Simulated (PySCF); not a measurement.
# Computed records: AlB2FH3, BH3N2Si, H2NOSi, AlBFH2O and others

Computed with PySCF 2.14.0. Calculation on a computer-drawn molecule: optimised geometry and harmonic frequencies of an isolated molecule of the commonest isotopes, restricted reference for singlets and unrestricted otherwise, frozen core in MP2.

Common to all runs: method HF.

(1) AlB2FH3

Start structure:
```xyz
7
AlB2FH3
B      0.0380     2.6156    -1.3824
B      0.0590     1.3300    -0.4779
Al     0.2819    -0.3471     0.7964
F      1.8362    -0.4168     0.9702
H     -0.1883     3.6742    -1.0444
H     -0.1860     2.5174    -2.5830
H     -0.6751    -1.3101     1.5135
```

* charge: 1
* multiplicity: 1
* basis: cc-pV(D+d)Z
* rotational constants: 15.59, 2.359, 2.087 GHz
* total energy: -392.1855 hartree
* convergence status largest gradient component: 3.072e-05 hartree/bohr

Drawn bonds:
```csv
atom,other atom,order
1,2,1
2,3,1
3,4,1
1,5,1
1,6,1
3,7,1
```

Optimised structure:
```xyz
7
AlB2FH3
B     -0.1141     2.6923    -1.4917
B      0.0498     1.3212    -0.4479
Al     0.3682    -0.4404     0.8969
F      1.9947    -0.5178     1.0253
H     -0.1874     3.7738    -0.9982
H     -0.1494     2.5076    -2.6678
H     -0.7961    -1.2736     1.4757
```

Modes:
```csv
frequency (cm⁻¹),reduced mass (dalton)
55.99,1.065
97.46,5.772
189.5,2.297
292.3,5.357
393.9,5.835
458.9,1.254
620.4,1.134
680.4,1.567
890.4,10.88
930.4,1.476
961,6.56
1223,1.152
2149,1.046
2733,1.048
2847,1.129
```

(2) BH3N2Si

Start structure:
```xyz
7
BH3N2Si
N      0.5726    -1.2229     0.5330
B     -0.5260    -0.5170     0.7676
N     -1.6114     0.0450     1.1006
Si    -3.0192     1.0844     1.2848
H      1.0568    -1.8772     1.1620
H      0.9908    -1.2579    -0.4024
H     -3.2891     0.7171     2.7078
```

* charge: 0
* multiplicity: 1
* basis: cc-pV(D+d)Z
* rotational constants: 136.3, 2.32, 2.281 GHz
* total energy: -424.3048 hartree
* convergence status largest gradient component: 2.948e-05 hartree/bohr

Drawn bonds:
```csv
atom,other atom,order
1,2,1
2,3,2
3,4,1
1,5,1
1,6,1
4,7,1
```

Optimised structure:
```xyz
7
BH3N2Si
N      0.5842    -1.2600     0.5006
B     -0.5547    -0.5501     0.8075
N     -1.5982     0.0986     1.0989
Si    -2.9900     1.0459     1.2646
H      1.0392    -1.8532     1.1618
H      1.0043    -1.2330    -0.4042
H     -3.3103     0.7233     2.7242
```

Modes:
```csv
frequency (cm⁻¹),reduced mass (dalton)
108.9,5.025
135.6,4.829
136.7,1.265
325.1,1.025
411.3,3.103
528,9.428
606.8,7.674
939.5,1.151
1023,1.517
1211,6.54
1695,1.145
2047,1.182
2105,5.009
3826,1.05
3935,1.099
```

(3) H2NOSi

Start structure:
```xyz
5
H2NOSi
N     -1.3427     1.0827    -2.7831
Si    -0.9798     0.5955    -1.2023
O     -0.1184    -0.6413    -0.8483
H     -2.0091     1.8913    -2.7971
H     -1.6027     1.2599    -0.0104
```

* charge: -1
* multiplicity: 1
* basis: aug-cc-pV(D+d)Z
* rotational constants: 54.69, 7.509, 6.603 GHz
* total energy: -419.4666 hartree
* convergence status largest gradient component: 8.473e-07 hartree/bohr

Drawn bonds:
```csv
atom,other atom,order
1,2,2
2,3,1
1,4,1
2,5,1
```

Optimised structure:
```xyz
5
H2NOSi
N     -1.3690     1.0998    -2.7371
Si    -0.9845     0.5342    -1.2689
O     -0.0989    -0.6281    -0.8034
H     -1.9869     1.8937    -2.7068
H     -1.6134     1.2885    -0.1249
```

Modes:
```csv
frequency (cm⁻¹),reduced mass (dalton)
410.3,5.475
546.5,1.179
651.6,1.442
790.5,1.15
978.3,1.605
1000,3.089
1275,11.95
2133,1.039
3738,1.075
```

(4) AlBFH2O

Start structure:
```xyz
6
AlBFH2O
O      1.0736    -0.4823    -1.2347
Al     0.1514    -0.2730     0.1601
B     -0.7256     1.5651     0.4105
F     -1.4711     2.0182     1.3940
H      1.5347    -0.7130    -1.9667
H      0.0354    -1.5857     1.0790
```

* charge: 0
* multiplicity: 2
* basis: cc-pV(D+d)Z
* rotational constants: 20.77, 2.42, 2.196 GHz
* total energy: -442.1139 hartree
* spin squared: 0.7673
* convergence status largest gradient component: 1.53e-05 hartree/bohr

Drawn bonds:
```csv
atom,other atom,order
1,2,1
2,3,1
3,4,1
1,5,1
2,6,1
```

Optimised structure:
```xyz
6
AlBFH2O
O      1.0651    -0.1955    -1.3036
Al     0.2108    -0.3376     0.1490
B     -1.0559     1.2494     0.6173
F     -1.2635     2.3755     1.2401
H      1.5271    -0.8575    -1.7895
H      0.1148    -1.7050     0.9289
```

Modes:
```csv
frequency (cm⁻¹),reduced mass (dalton)
123.2,7.363
144.9,6.406
266.4,9.886
333.2,1.129
442.6,5.75
494.5,1.336
558.3,1.141
710.5,1.328
889,5.504
1395,12.38
1999,1.043
4226,1.068
```

(5) AlB2H2O

Start structure:
```xyz
6
AlB2H2O
B     -1.5275     0.3401     2.3958
B     -0.3938    -0.4607     1.7387
Al     1.1759    -1.3944     0.8144
O      2.4452    -2.0895     0.1265
H     -2.4880    -0.2204     2.7970
H     -1.5417     1.5077     2.6815
```

- charge: 0
- multiplicity: 2
- basis: cc-pV(D+d)Z
- rotational constants: 233.8, 2.075, 2.056 GHz
- total energy: -367.2079 hartree
- spin squared: 0.7588
- convergence status largest gradient component: 3.402e-05 hartree/bohr

Drawn bonds:
```csv
atom,other atom,order
1,2,1
2,3,1
3,4,2
1,5,1
1,6,1
```

Optimised structure:
```xyz
6
AlB2H2O
B     -1.5822     0.3522     2.4596
B     -0.3447    -0.4122     1.7348
Al     1.2448    -1.3957     0.8006
O      2.4414    -2.1361     0.0982
H     -2.5572    -0.2597     2.7998
H     -1.5321     1.5343     2.6608
```

Modes:
```csv
frequency (cm⁻¹),reduced mass (dalton)
100.9,5.427
119.7,4.673
219.3,12.85
249.9,3.22
433.6,6.641
648.6,1.731
927,1.34
1050,3.156
1211,7.331
1262,1.602
2672,1.055
2748,1.122
```
